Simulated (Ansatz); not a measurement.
Born–Oppenheimer molecular dynamics of H$_{12}$Si$_{5}$ (17 atoms, charge 0, multiplicity 1). It goes on from the last frame of an earlier run, with new velocities.

Method: Ansatz, RKS r2SCAN-D4/STO-3G.

```json
{
 "ensemble": "NVT, Langevin thermostat",
 "time step": "0.5 fs",
 "steps asked": "118",
 "set temperature": "500 K",
 "friction": "0.02 /fs",
 "seed": "325420"
}
```

Frames 1 fs apart, positions in Å, forces in eV/Å.

Velocities at 35 fs (Å/ps):

```
Si 6.00 -2.07 2.28
Si -1.35 -1.13 -1.21
H 24.64 2.09 39.18
H -14.23 -3.67 -23.87
H 5.29 -17.75 14.42
Si 6.33 -2.00 -6.80
H 10.17 6.28 2.74
H 29.81 20.16 13.48
H 0.83 14.55 -15.33
Si 1.40 -2.92 -3.54
H -4.14 -46.71 -7.50
H 1.95 -1.29 -37.22
H 22.73 3.02 0.68
Si -4.89 3.48 3.33
H -20.55 5.39 35.81
H 4.46 15.77 -15.53
H -14.40 3.16 1.35
```

```xyz
17
Properties=species:S:1:pos:R:3:forces:R:3 time_fs=35 energy_less_start_eV=0.404 T=429
Si -0.018 -0.068 0.005 1.39 0.14 -1.50
Si 0.088 -0.204 2.191 -2.03 -0.23 1.12
H -1.293 0.089 2.665 1.07 0.61 -0.05
H 0.049 -1.584 2.597 0.92 -0.27 0.08
H 1.137 0.605 2.799 -0.32 -0.27 0.07
Si 2.165 0.044 -0.793 -1.49 -0.87 -0.81
H 2.666 -1.310 -1.029 -0.10 0.41 -0.09
H 2.361 0.862 -1.979 -0.23 -0.29 -0.01
H 3.014 0.617 0.150 0.87 0.59 1.22
Si -1.096 1.761 -0.710 -0.19 2.16 2.32
H -2.541 1.849 -0.439 0.65 -0.24 0.35
H -0.459 3.054 -0.148 -0.84 -1.72 -0.84
H -1.106 1.818 -2.094 0.43 0.13 -1.83
Si -1.126 -1.763 -0.961 0.40 0.15 0.78
H -2.407 -1.871 -0.342 -0.49 -0.23 0.21
H -1.343 -1.400 -2.301 -0.20 0.17 -1.13
H -0.470 -3.039 -0.951 0.14 -0.25 0.11
17
Properties=species:S:1:pos:R:3:forces:R:3 time_fs=36 energy_less_start_eV=0.300 T=416
Si -0.011 -0.069 0.007 1.34 0.26 -1.59
Si 0.086 -0.204 2.191 -1.58 -0.30 1.22
H -1.264 0.096 2.700 0.73 0.66 -0.06
H 0.043 -1.591 2.577 0.91 -0.25 0.09
H 1.143 0.587 2.815 -0.33 -0.31 -0.01
Si 2.171 0.043 -0.799 -1.40 -0.51 -0.55
H 2.677 -1.302 -1.027 -0.02 0.23 -0.15
H 2.389 0.881 -1.965 -0.31 -0.34 -0.12
H 3.017 0.637 0.140 0.77 0.46 1.19
Si -1.094 1.760 -0.713 -0.25 1.74 1.85
H -2.543 1.806 -0.447 0.69 -0.12 0.33
H -0.463 3.044 -0.187 -0.76 -1.42 -0.57
H -1.084 1.818 -2.104 0.37 0.08 -1.60
Si -1.131 -1.760 -0.957 -0.31 0.25 0.62
H -2.429 -1.868 -0.307 0.17 -0.14 -0.18
H -1.343 -1.383 -2.316 -0.18 0.01 -0.57
H -0.485 -3.040 -0.951 0.17 -0.27 0.10
17
Properties=species:S:1:pos:R:3:forces:R:3 time_fs=37 energy_less_start_eV=0.182 T=519
Si -0.005 -0.069 0.009 1.28 0.35 -1.67
Si 0.082 -0.206 2.192 -0.93 -0.62 1.18
H -1.227 0.109 2.728 0.17 0.71 0.06
H 0.045 -1.606 2.556 0.84 -0.05 0.07
H 1.147 0.564 2.828 -0.29 -0.30 -0.05
Si 2.177 0.041 -0.804 -1.11 -0.01 -0.03
H 2.688 -1.295 -1.024 0.07 0.06 -0.19
H 2.413 0.896 -1.954 -0.38 -0.39 -0.22
H 3.024 0.664 0.143 0.44 0.16 0.87
Si -1.093 1.759 -0.715 -0.35 0.97 0.68
H -2.540 1.766 -0.455 0.61 0.00 0.32
H -0.478 3.020 -0.230 -0.49 -0.75 -0.19
H -1.062 1.816 -2.132 0.29 0.00 -0.80
Si -1.136 -1.755 -0.953 -0.88 0.37 0.40
H -2.450 -1.861 -0.278 0.68 -0.07 -0.51
H -1.341 -1.365 -2.331 -0.14 -0.16 -0.01
H -0.505 -3.042 -0.949 0.19 -0.28 0.10
17
Properties=species:S:1:pos:R:3:forces:R:3 time_fs=38 energy_less_start_eV=0.169 T=575
Si 0.003 -0.068 0.011 1.19 0.41 -1.75
Si 0.076 -0.207 2.193 0.04 -1.02 1.03
H -1.181 0.130 2.753 -0.64 0.77 0.31
H 0.064 -1.624 2.538 0.69 0.23 0.04
H 1.147 0.541 2.843 -0.24 -0.29 -0.12
Si 2.182 0.040 -0.809 -0.70 0.59 0.55
H 2.700 -1.288 -1.020 0.14 -0.09 -0.22
H 2.431 0.909 -1.947 -0.43 -0.45 -0.26
H 3.036 0.695 0.152 0.01 -0.23 0.41
Si -1.094 1.758 -0.717 -0.58 -0.10 -0.83
H -2.539 1.723 -0.465 0.55 0.11 0.30
H -0.499 2.989 -0.276 -0.07 0.26 0.32
H -1.036 1.822 -2.171 0.17 -0.11 0.23
Si -1.141 -1.750 -0.948 -1.21 0.45 0.00
H -2.468 -1.850 -0.254 1.02 -0.02 -0.74
H -1.339 -1.346 -2.353 -0.09 -0.35 0.63
H -0.526 -3.050 -0.946 0.16 -0.17 0.09
17
Properties=species:S:1:pos:R:3:forces:R:3 time_fs=39 energy_less_start_eV=0.284 T=529
Si 0.011 -0.066 0.012 1.09 0.44 -1.79
Si 0.071 -0.209 2.195 0.88 -1.40 0.89
H -1.140 0.161 2.778 -1.29 0.78 0.54
H 0.096 -1.642 2.521 0.48 0.54 0.03
H 1.142 0.520 2.865 -0.16 -0.25 -0.21
Si 2.188 0.039 -0.813 -0.34 1.05 1.01
H 2.716 -1.282 -1.021 0.17 -0.16 -0.21
H 2.445 0.914 -1.946 -0.47 -0.49 -0.27
H 3.042 0.726 0.165 -0.34 -0.57 0.00
Si -1.094 1.757 -0.719 -0.74 -1.22 -2.07
H -2.533 1.678 -0.473 0.43 0.23 0.29
H -0.516 2.962 -0.322 0.35 1.33 0.81
H -1.006 1.827 -2.206 0.01 -0.22 1.00
Si -1.147 -1.745 -0.944 -1.33 0.48 -0.26
H -2.480 -1.843 -0.239 1.18 0.02 -0.86
H -1.339 -1.331 -2.366 -0.08 -0.47 1.02
H -0.548 -3.056 -0.947 0.14 -0.08 0.09
17
Properties=species:S:1:pos:R:3:forces:R:3 time_fs=40 energy_less_start_eV=0.380 T=517
Si 0.019 -0.065 0.014 0.98 0.46 -1.82
Si 0.066 -0.211 2.197 1.04 -1.65 0.84
H -1.115 0.200 2.807 -1.42 0.62 0.53
H 0.134 -1.655 2.501 0.24 0.75 0.06
H 1.129 0.493 2.887 0.10 -0.10 -0.21
Si 2.194 0.038 -0.816 -0.04 1.25 1.25
H 2.737 -1.280 -1.024 0.13 -0.09 -0.17
H 2.453 0.913 -1.952 -0.50 -0.52 -0.22
H 3.047 0.750 0.174 -0.56 -0.80 -0.30
Si -1.094 1.755 -0.723 -0.65 -1.97 -2.66
H -2.525 1.630 -0.476 0.29 0.35 0.24
H -0.524 2.948 -0.359 0.58 2.00 1.11
H -0.969 1.825 -2.224 -0.16 -0.30 1.34
Si -1.155 -1.740 -0.940 -1.19 0.51 -0.43
H -2.481 -1.842 -0.233 1.08 0.06 -0.83
H -1.340 -1.321 -2.370 -0.09 -0.51 1.18
H -0.570 -3.057 -0.946 0.17 -0.05 0.08
17
Properties=species:S:1:pos:R:3:forces:R:3 time_fs=41 energy_less_start_eV=0.369 T=529
Si 0.028 -0.063 0.015 0.85 0.50 -1.85
Si 0.061 -0.213 2.198 0.75 -1.54 1.09
H -1.106 0.244 2.844 -1.01 0.25 0.23
H 0.180 -1.663 2.478 -0.03 0.82 0.12
H 1.119 0.462 2.909 0.29 0.03 -0.24
Si 2.200 0.038 -0.819 0.20 1.15 1.29
H 2.759 -1.284 -1.029 0.02 0.13 -0.10
H 2.456 0.910 -1.962 -0.51 -0.54 -0.14
H 3.047 0.763 0.180 -0.63 -0.89 -0.45
Si -1.094 1.754 -0.727 -0.19 -1.92 -2.72
H -2.514 1.587 -0.478 0.12 0.44 0.21
H -0.521 2.956 -0.382 0.43 1.87 1.14
H -0.936 1.825 -2.231 -0.31 -0.35 1.42
Si -1.164 -1.733 -0.936 -0.65 0.38 -0.48
H -2.467 -1.839 -0.233 0.66 0.09 -0.64
H -1.338 -1.318 -2.362 -0.15 -0.47 1.06
H -0.590 -3.060 -0.940 0.16 0.05 0.07
17
Properties=species:S:1:pos:R:3:forces:R:3 time_fs=42 energy_less_start_eV=0.324 T=535
Si 0.037 -0.061 0.014 0.72 0.54 -1.81
Si 0.058 -0.218 2.200 0.25 -1.16 1.52
H -1.108 0.293 2.885 -0.32 -0.26 -0.25
H 0.228 -1.667 2.456 -0.29 0.80 0.19
H 1.114 0.430 2.932 0.41 0.13 -0.30
Si 2.205 0.038 -0.820 0.33 0.92 1.14
H 2.779 -1.289 -1.036 -0.11 0.37 -0.04
H 2.454 0.905 -1.973 -0.51 -0.57 -0.02
H 3.043 0.761 0.186 -0.59 -0.86 -0.49
Si -1.094 1.752 -0.732 0.52 -1.28 -2.41
H -2.501 1.548 -0.478 -0.09 0.50 0.18
H -0.517 2.985 -0.393 0.04 1.13 0.96
H -0.910 1.821 -2.228 -0.41 -0.36 1.30
Si -1.172 -1.726 -0.932 -0.10 0.20 -0.31
H -2.456 -1.834 -0.241 0.21 0.12 -0.40
H -1.338 -1.317 -2.341 -0.21 -0.36 0.68
H -0.614 -3.063 -0.931 0.17 0.13 0.06
17
Properties=species:S:1:pos:R:3:forces:R:3 time_fs=43 energy_less_start_eV=0.331 T=540
Si 0.046 -0.059 0.014 0.56 0.54 -1.74
Si 0.055 -0.223 2.201 -0.13 -0.55 2.02
H -1.111 0.339 2.933 0.34 -0.75 -0.75
H 0.271 -1.663 2.442 -0.50 0.62 0.25
H 1.119 0.401 2.952 0.38 0.17 -0.43
Si 2.210 0.037 -0.819 0.33 0.71 0.94
H 2.803 -1.285 -1.047 -0.21 0.46 0.02
H 2.445 0.896 -1.984 -0.48 -0.54 0.09
H 3.034 0.753 0.192 -0.47 -0.73 -0.45
Si -1.094 1.751 -0.737 1.20 -0.48 -1.74
H -2.488 1.516 -0.475 -0.29 0.54 0.15
H -0.510 3.021 -0.395 -0.40 0.24 0.72
H -0.887 1.812 -2.211 -0.46 -0.33 0.89
Si -1.179 -1.718 -0.929 0.46 -0.06 0.06
H -2.447 -1.827 -0.247 -0.21 0.13 -0.18
H -1.335 -1.322 -2.315 -0.31 -0.17 0.08
H -0.637 -3.065 -0.928 0.18 0.21 0.06
17
Properties=species:S:1:pos:R:3:forces:R:3 time_fs=44 energy_less_start_eV=0.422 T=483
Si 0.055 -0.055 0.013 0.42 0.49 -1.63
Si 0.053 -0.228 2.204 -0.26 0.04 2.45
H -1.108 0.380 2.977 0.76 -1.14 -1.14
H 0.312 -1.655 2.437 -0.67 0.41 0.29
H 1.127 0.376 2.969 0.29 0.19 -0.59
Si 2.215 0.036 -0.819 0.15 0.72 0.68
H 2.827 -1.268 -1.055 -0.20 0.27 0.03
H 2.430 0.885 -1.997 -0.44 -0.52 0.20
H 3.022 0.743 0.194 -0.28 -0.54 -0.32
Si -1.093 1.749 -0.743 1.66 0.27 -0.81
H -2.478 1.493 -0.472 -0.39 0.54 0.10
H -0.511 3.060 -0.391 -0.74 -0.58 0.49
H -0.863 1.801 -2.184 -0.45 -0.29 0.22
Si -1.186 -1.710 -0.925 0.92 -0.29 0.48
H -2.441 -1.817 -0.248 -0.54 0.15 -0.01
H -1.332 -1.331 -2.292 -0.41 0.03 -0.52
H -0.656 -3.064 -0.925 0.19 0.26 0.08
17
Properties=species:S:1:pos:R:3:forces:R:3 time_fs=45 energy_less_start_eV=0.558 T=434
Si 0.064 -0.052 0.013 0.29 0.46 -1.52
Si 0.051 -0.233 2.207 -0.20 0.59 2.67
H -1.097 0.415 3.015 0.97 -1.42 -1.40
H 0.344 -1.645 2.429 -0.79 0.12 0.35
H 1.141 0.355 2.974 0.19 0.19 -0.71
Si 2.220 0.035 -0.819 -0.21 0.71 0.44
H 2.850 -1.245 -1.065 -0.13 -0.03 0.02
H 2.415 0.870 -2.010 -0.39 -0.42 0.25
H 3.004 0.729 0.195 -0.01 -0.28 -0.11
Si -1.092 1.748 -0.749 1.85 0.77 0.23
H -2.473 1.480 -0.468 -0.40 0.53 0.03
H -0.519 3.091 -0.382 -0.95 -1.16 0.29
H -0.841 1.784 -2.156 -0.40 -0.22 -0.57
Si -1.191 -1.702 -0.921 1.14 -0.41 0.82
H -2.440 -1.802 -0.245 -0.69 0.15 0.07
H -1.333 -1.339 -2.276 -0.47 0.17 -0.95
H -0.671 -3.059 -0.919 0.21 0.25 0.10
17
Properties=species:S:1:pos:R:3:forces:R:3 time_fs=46 energy_less_start_eV=0.650 T=397
Si 0.072 -0.050 0.012 0.15 0.45 -1.42
Si 0.048 -0.238 2.211 -0.05 0.98 2.58
H -1.079 0.428 3.043 0.95 -1.51 -1.47
H 0.366 -1.634 2.419 -0.84 -0.23 0.43
H 1.154 0.336 2.968 0.16 0.24 -0.73
Si 2.227 0.035 -0.821 -0.58 0.58 0.34
H 2.873 -1.222 -1.077 -0.06 -0.32 0.02
H 2.398 0.849 -2.019 -0.31 -0.21 0.17
H 2.988 0.713 0.199 0.23 -0.02 0.07
Si -1.091 1.747 -0.755 1.83 0.98 1.15
H -2.472 1.472 -0.467 -0.35 0.51 -0.04
H -0.531 3.110 -0.369 -1.02 -1.48 0.10
H -0.824 1.760 -2.135 -0.32 -0.13 -1.26
Si -1.196 -1.693 -0.917 1.11 -0.54 1.12
H -2.445 -1.788 -0.233 -0.61 0.17 0.02
H -1.344 -1.347 -2.268 -0.49 0.25 -1.19
H -0.683 -3.054 -0.908 0.20 0.27 0.09
```

Of the whole run (59 fs, mean temperature of the second half 463 K): A run of 0.059 ps of so small a system gives no equilibrium averages. Limits of this set-up: minimal basis.

Time of the run: 16 min on 1 thread of Arm Neoverse V1, with other jobs on the host, peak memory 0.15 GiB.
